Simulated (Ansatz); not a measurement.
Basis sets compared for `C=CCCCCCCCCCC=C`. Charge 0, multiplicity 1. Geometry r2SCAN-D4/def2-SVP. Ansatz on 4 threads of Arm Neoverse V1 on a shared host; times are rough, and most runs start from earlier orbitals.

Cartesian coordinates in Å:
```
C 5.751 3.037 -0.197
C 4.981 2.566 0.791
C 3.670 1.852 0.643
C 3.197 1.616 -0.788
C 1.895 0.819 -0.889
C 0.673 1.525 -0.299
C -0.655 0.815 -0.570
C -0.780 -0.565 0.074
C -2.146 -1.210 -0.143
C -2.273 -2.590 0.495
C -3.633 -3.261 0.255
C -4.777 -2.532 0.892
C -5.836 -2.032 0.244
H 6.695 3.546 0.018
H 5.475 2.936 -1.252
H 5.319 2.707 1.827
H 2.908 2.420 1.209
H 3.737 0.881 1.174
H 3.990 1.082 -1.341
H 3.072 2.590 -1.297
H 1.694 0.599 -1.954
H 2.036 -0.163 -0.401
H 0.796 1.646 0.793
H 0.624 2.550 -0.713
H -0.804 0.721 -1.663
H -1.484 1.450 -0.207
H 0.003 -1.239 -0.320
H -0.583 -0.479 1.160
H -2.345 -1.292 -1.229
H -2.936 -0.545 0.253
H -1.476 -3.249 0.105
H -2.091 -2.510 1.584
H -3.592 -4.289 0.663
H -3.818 -3.358 -0.829
H -4.712 -2.400 1.982
H -6.630 -1.499 0.774
H -5.941 -2.142 -0.842
```

Binding counts from free atoms (C triplet, H doublet) in the same basis, without a counterpoise term.

```csv
level,functions,energy (Eh),HOMO (eV),LUMO (eV),binding per atom (eV),wall time
PBE-D4/def2-SVP,302,-508.7357,-6.04,-0.53,4.41,6.5 s
PBE0-D4/def2-SVP,302,-508.8353,-7.21,0.52,4.37,14 s
```

(1) Estimate the rows for PBE-D4/def2-TZVP (with forces), PBE0-D4/def2-TZVP.

Results:

(1) 
```
                         level  functions  energy (Eh)  HOMO (eV)  LUMO (eV)  binding per atom (eV)  wall time
PBE-D4/def2-TZVP (with forces)        547    -509.2802      -6.14      -0.74                   4.37       18 s
             PBE0-D4/def2-TZVP        547    -509.3670      -7.26       0.29                   4.32       34 s
```
